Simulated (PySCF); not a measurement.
AlO3, SMILES [O][Al]1[O][O]1, multiplicity 2. Atoms are numbered in the order given.

```xyz
4

Al     0.0000     0.0000     0.3928
O      0.0000     0.0000     1.9891
O      0.0000     0.6833    -1.3137
O      0.0000    -0.6833    -1.3137
```
Charge 0, spin multiplicity 2.

The structure is a stationary point at B3LYP-D3(BJ)/def2-TZVP.

Method: PBE0/def2-TZVPD (PySCF).

Mulliken values depend strongly on the basis, most of all with diffuse functions as here. ESP charges are fitted to the potential on shells at 1.4 to 2.0 van der Waals radii. Atomic charges (e):

```
atom     ESP fit  Mulliken  Mulliken spin
----  ----------  --------  -------------
Al1   (withheld)      0.41          -0.02
O2    (withheld)     -0.34          -0.01
O3    (withheld)     -0.04           0.51
O4    (withheld)     -0.04           0.51
```

Task: Some entries are withheld; supply them. (An estimate is asked for; the answer gives what the named calculation found.)

Result: 
- Al1, ESP fit: 1.07
- O2, ESP fit: -0.82
- O3, ESP fit: -0.12
- O4, ESP fit: -0.12
